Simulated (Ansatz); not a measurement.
C₂H₆FIn, SMILES `[CH3][In]([CH3])[F]`. The species carries charge 0 and has multiplicity 1. In takes the def2 core potential. The structure was optimised at the PBE0-D4/def2-TZVP level.

```xyz
10

C     1.833   -0.497    0.766
In   -0.163   -0.340    0.034
C    -1.597    0.988   -0.815
F    -1.016   -2.117    0.215
H     2.376    0.444    0.692
H     1.796   -0.816    1.808
H     2.353   -1.265    0.191
H    -1.202    1.994   -0.949
H    -1.911    0.588   -1.781
H    -2.469    1.022   -0.160
```

What is the dipole moment at B3LYP/def2-TZVPP? (Estimate.)

Ansatz gave: 3.66 D, with components (1.58, 3.28, -0.34) D in this frame, pointing from negative to positive charge.

And with PBE, r2SCAN, ωB97M-V? (An estimate is asked.)

Ansatz gave: PBE 3.48 D, r2SCAN 3.59 D, ωB97M-V 3.64 D.

Give the Mulliken charges with B3LYP, r2SCAN, ωB97M-V in def2-TZVPP. (An estimate is asked.)

Computed: 
| atom | B3LYP | r2SCAN | ωB97M-V |
| --- | --- | --- | --- |
| C1 | -0.53 | -0.43 | -0.57 |
| In2 | 0.88 | 0.84 | 0.85 |
| C3 | -0.53 | -0.43 | -0.57 |
| F4 | -0.53 | -0.52 | -0.53 |
| H5 | 0.12 | 0.09 | 0.14 |
| H6 | 0.12 | 0.09 | 0.14 |
| H7 | 0.12 | 0.09 | 0.14 |
| H8 | 0.12 | 0.09 | 0.14 |
| H9 | 0.12 | 0.09 | 0.14 |
| H10 | 0.12 | 0.09 | 0.14 |

B3LYP here is the variant with VWN-RPA as its local correlation; programs differ in this.
